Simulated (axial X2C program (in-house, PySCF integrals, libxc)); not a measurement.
# Worked dissociation energy of ZrSe⁺: PW91, scalar-relativistic

Calculated with an in-house all-electron X2C program for linear molecules (integrals from PySCF). Spin-free means the one-electron spin-free X2C Hamiltonian. Basis: Zr dyall-cv3z [11s12p9d6f3g], Se dyall-cv3z [8s9p6d4f1g] (cores contracted in-house); Gaussian nuclei, density fitting, unrestricted open shells. Masses: Zr 89.905 u, Se 79.917 u.

Molecular state: M_S = 1/2, Λ = 2 (beyond evenly filled blocks: δ+α).

| Quantity | Value |
| --- | --- |
| E(Zr+) (2M_S = 3, M_L = 0) | -3598.311706 hartree |
| E(Se) (2M_S = 2, M_L = 0) | -2430.086309 hartree |
| E(ZrSe⁺) at Re | -6028.584946 hartree |
| ωe | 380.6 cm⁻¹ |
| ωexe | 0.763 cm⁻¹ |

(1) Work out De and D0.

One determinant describes the state; a PBE0 search over occupations chose it and may have missed a lower one. De is counted from the lowest determinant-based energies of the atoms at the same level, without counterpoise correction. Other states lie close and PBE0, whose exact exchange favours high spin, may order them wrongly; the determinant shown need not be the ground state. The nearest other spin-free determinant of the search, M_S = 1/2, Λ = 0, lies 0.16 eV up at the distance of the search. Without a current term, density functionals place determinants with orbital angular momentum somewhat too high. At some level and bond length an empty orbital lies below a filled one. The determinant is spin-polarised beyond a pure state at some levels (its spin-free form has ⟨S²⟩ too high), which makes Re and μ there less reliable. Spin-free De lacks the spin–orbit lowering of the heavy p-block atom, a tenth of an eV or more for 4p and 5p, up to an eV for 6p and one to two eV for 7p atoms, less what an open-shell molecule gains itself.

Each atomic determinant is the lowest at this level and need not be a pure term. Totals compare only within one Hamiltonian and basis.

## Answers

(1) De = -3598.311706 + (-2430.086309) − (-6028.584946) = 0.18693 hartree = 5.087 eV. The zero-point energy is ωe/2 − ωexe/4 = 190 cm⁻¹ = 0.024 eV, so D0 = 5.063 eV.
